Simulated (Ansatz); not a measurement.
Isolated molecules relaxed with PBE0-D4/def2-TZVP in Ansatz; ΔE leaves out vibrations. CBS: MP2 limit from def2 TZ/QZ plus the TZ coupled-cluster correction, frozen cores. DFT in def2-TZVPP. B3LYP here is the variant with VWN-RPA as its local correlation; programs differ in this. HSE06 is defined as in plane-wave codes. Each species was taken in one conformer, which may not be the lowest.

Reaction (redistribution): `C#CBN` + `B[CH2][AlH][CH3]` → `[CH3][AlH][BH]N` + `BCC#C`

```tsv
level	ΔE (kcal/mol)	difference from CCSD(T)/CBS
PBE-D4	35.5	-0.7
revPBE-D4	35.3	-0.9
BLYP-D4	36.6	0.4
r2SCAN-D4	38.0	1.8
B97M-V	38.4	2.2
PBE0-D4	35.0	-1.2
B3LYP-D4	36.2	0.0
r2SCANh-D4	37.6	1.4
HSE06-D4	35.1	-1.1
BHLYP-D4	35.7	-0.5
CAM-B3LYP-D4	35.6	-0.6
ωB97X-V	34.2	-2.0
ωB97M-V	36.7	0.5
B2PLYP	36.5	0.3
PBE-QIDH	35.8	-0.4
PBE	35.1	-1.1
revPBE	34.6	-1.6
BLYP	35.9	-0.3
r2SCAN	37.9	1.7
PBE0	34.7	-1.5
r2SCANh	37.5	1.3
r2SCAN0	36.9	0.7
BHLYP	35.3	-0.9
CAM-B3LYP	35.3	-0.9
LC-ωPBE	33.8	-2.4
RPA@PBE/def2-TZVPP	34.6	-1.6
HF/def2-SVP	31.9	-4.3
CCSD/def2-SVP	33.8	-2.4
CCSD(T)/def2-SVP	34.4	-1.8
HF/def2-TZVPP	33.2	-3.0
MP2/def2-TZVPP	38.0	1.8
SCS-MP2/def2-TZVPP	36.4	0.2
CCSD/def2-TZVPP	35.2	-1.0
CCSD(T)/def2-TZVPP	35.9	-0.3
HF/def2-QZVPP	33.3	-2.9
MP2/def2-QZVPP	38.1	1.9
SCS-MP2/def2-QZVPP	36.6	0.4
HF/CBS(def2)	33.3	-2.9
MP2/CBS(def2)	38.2	2.0
CCSD/CBS(def2)	35.4	-0.8
CCSD(T)/CBS	36.2	0
```

Largest T1 diagnostic among the species: 0.014.

From r2SCAN to r2SCAN0 (25 % exact exchange), in def2-TZVPP and without D4, ΔE moves by −0.9 kcal/mol. At CCSD(T), def2-SVP lies −1.8 kcal/mol from the extrapolated value and def2-TZVPP −0.3 kcal/mol. Leaving LDA and LC-ωPBE aside and taking each functional with its dispersion term where it has one, the values spread over 4.2 kcal/mol, from ωB97X-V to B97M-V. LDA lies +0.8 kcal/mol from PBE without D4.
